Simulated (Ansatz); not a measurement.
Ansatz (a first-principles code) input:
A basis named .json is the Basis Set Exchange file of that set.

Ansatz 0.2 input:
```yaml
crystal:
  periodic: [false, false, false]
  atoms:
    - {symbol: Si, position_ang: [0.00307906, -0.00460760, -0.02827626]}
    - {symbol: F, position_ang: [0.17613696, -0.26357694, -1.61753777]}
    - {symbol: C, position_ang: [-1.61486523, -0.77641827, 0.48545481]}
    - {symbol: C, position_ang: [1.45038579, -0.81339207, 0.82526106]}
    - {symbol: C, position_ang: [-0.00375957, 1.84156853, 0.23429178]}
    - {symbol: H, position_ang: [-2.45307262, -0.32931486, -0.05299835]}
    - {symbol: H, position_ang: [-1.62022432, -1.84991898, 0.28547384]}
    - {symbol: H, position_ang: [-1.78992290, -0.63426202, 1.55484804]}
    - {symbol: H, position_ang: [1.47382790, -1.88724019, 0.62847291]}
    - {symbol: H, position_ang: [1.39034207, -0.67262315, 1.90740446]}
    - {symbol: H, position_ang: [2.39657376, -0.38781248, 0.48462161]}
    - {symbol: H, position_ang: [-0.11836554, 2.08195654, 1.29426091]}
    - {symbol: H, position_ang: [-0.82682896, 2.31327062, -0.30652131]}
    - {symbol: H, position_ang: [0.92876520, 2.29209422, -0.11190043]}
basis:
  gaussian:
    orbitals: aug-cc-pV_D+d_Z.json
magnetization: {spin_polarized: false}
correlation: {method: ccsd_t, electrons: outside_noble_gas}
output: {forces: true}
```

### Question
Which total energy does the run end on?

### Answer
-508.20196 Eh (CCSD(T)/aug-cc-pV(D+d)Z). The basis has 205 functions. The run takes very roughly 40 core-minutes.
